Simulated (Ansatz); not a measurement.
`C=C[SiH2]N[SiH](Cl)Cl` + H₂ → `[SiH3]N[SiH](Cl)Cl` + `C=C`  (hydrogenolysis of the Si–C bond)

Calculated with Ansatz (gas phase, PBE0-D4/def2-TZVP geometries, no zero-point term in ΔE). CCSD(T)/CBS is the MP2 limit (def2-TZVPP, def2-QZVPP) plus CCSD(T) − MP2 in def2-TZVPP, frozen cores. This one scheme is used for every species. DFT in def2-TZVPP. One conformer a species, not always the lowest.

```json
{"level": "PBE0-D4", "ΔE (kJ/mol)": "-9.7"}
{"level": "B2PLYP", "ΔE (kJ/mol)": "-21.4"}
```

Q: What does CCSD(T)/CBS give? (Estimate.)

A: Computed: -10.6 kJ/mol. The listed levels differ from it by 0.9, -10.8 kJ/mol.

Largest T1 diagnostic among the species: 0.011.

The D4 term adds +20.6 kJ/mol with B3LYP and +11.9 kJ/mol with PBE0; it sums over pairs of atoms, weighted by their polarisabilities, and B3LYP, whose exchange is more repulsive, gets the larger term. In def2-TZVPP, CCSD(T) changes the Hartree–Fock value by +31.3 kJ/mol (the triples alone add +6.4 kJ/mol) and MP2 by +39.1 kJ/mol.

B3LYP here is the variant with VWN-RPA as its local correlation; programs differ in this.
